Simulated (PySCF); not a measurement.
# What a mistake does to a calculation on AlBClH2N

Calculated results; nothing here was measured. The program is PySCF 2.14.0, an open-source quantum chemistry code, run on an isolated molecule that a program drew, which may never have been made. The molecule is AlBClH2N (charge 0, singlet), drawn as the SMILES string `[Al][NH]BCl`.

Each row is a Hartree-Fock (HF) and frozen-core CCSD(T) single point in the cc-pV(D+d)Z basis, meant for a local HF minimum. Run 1 is clean. Each other run has one planted mistake out of seven kinds, and not every kind appears here: one electron removed, one electron added, multiplicity raised by two, geometry at a saddle point, minimal basis STO-3G, one bond length entered in bohr, all coordinates scaled. The reference is restricted for singlets and unrestricted otherwise, and also for a bond in bohr. Adding or removing an electron swaps singlet and doublet. Electrons count all cores. HOMO and LUMO are orbital energies over both spins, the gradient is its largest component, and the lowest frequency (negative if imaginary) is given only where the gradient is small. Bond lengths are over the 5 bonds as drawn. T1 is the CCSD diagnostic: over 0.02 (restricted) or 0.045 (unrestricted) a single reference is doubtful.

Geometry of the clean run:
```xyz
6
AlBClH2N, angstrom
Al   -0.5098   -2.5146    0.6652
N     0.5084   -1.1940    1.4627
B     1.8904   -1.0910    1.2998
Cl    2.8457    0.2042    2.0891
H     0.1000   -0.4872    2.0542
H     2.5028   -1.8668    0.6223
```

```
run  electrons  basis functions  <S^2>  HOMO (eV)  LUMO (eV)  gradient (hartree/bohr)  lowest frequency (cm^-1)  mean bond (Å)  longest bond (Å)      T1  HF (hartree)  CCSD(T) (hartree)                          mistake
  1         44               84  0.000      -8.74       0.99                  2.2e-05                       112         1.4485             1.848  0.0135    -781.83519         -782.32215                         no fault
  2         44               84  0.914      -8.39      -0.28                  1.0e-02                         -         1.7675             3.388  0.0601    -781.69365         -782.16128  one bond length entered in bohr
  3         43               84  0.757     -15.63      -7.26                  4.4e-02                         -         1.4485             1.848  0.0202    -781.54254         -781.99732             one electron removed
  4         45               84  0.779       0.00       6.27                  3.5e-02                         -         1.4485             1.848  0.0170    -781.81650         -782.31146                                ?
  5         44               84  0.000      -8.42       1.22                  6.0e-02                         -         1.3442             1.715  0.0119    -781.79763         -782.27769                                ?
```

**Which mistake was planted in run 4, and what did it cost?**

It counts 45 electrons, one more than the clean run, at the same geometry and basis. So the mistake is: one electron added. Subtracting run 1 and multiplying by 627.51 kcal/mol a hartree, the energy moved by 11.7 kcal/mol in HF and 6.7 kcal/mol in CCSD(T).

**Which mistake was planted in run 5, and what did it cost?**

The mean and the longest bond both change by the same factor, 0.928, and the gradient is no longer small. So the mistake is: all coordinates scaled. Subtracting run 1 and multiplying by 627.51 kcal/mol a hartree, the energy moved by 23.6 kcal/mol in HF and 27.9 kcal/mol in CCSD(T).

Cautions from the logs. Run 2: T1 is over the limit, so its CCSD(T) energy is less reliable; run 4: the HOMO is above zero, so the electron isn't bound and the energy depends on the basis.
